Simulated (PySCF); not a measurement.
## Bi+: ionisation energy

Bi+ [Xe] 4f14 5d10 6s2 6p2 (3P) → Bi(2+) [Xe] 4f14 5d10 6s2 6p1 (2P), as a difference of total energies. Computed with PySCF 2.14 in x2c-TZVPPall, with the spin-free X2C one-electron Hamiltonian (Gaussian nucleus). Correlated levels: valence: [Xe] 4f14 5d10 frozen. The calculations carry no spin-orbit coupling.

```tsv
method	ionisation energy (eV)	difference from reference (eV)
UHF	15.354	-1.349
MP2 (valence)	15.614	-1.089
SCS-MP2 (valence)	15.557	-1.146
CCSD (valence)	15.651	-1.052
CCSD(T) (valence)	15.665	-1.038
```

Reference: 16.703 eV (measured; NIST Atomic Spectra Database, ionization energies).

Spin-orbit coupling is strong in these open shells (close to jj coupling). The scalar numbers leave it out and a first-order estimate fails, so it can dominate the gap to the real levels.

Errors of the correlated levels include the incompleteness of this basis and the frozen core.
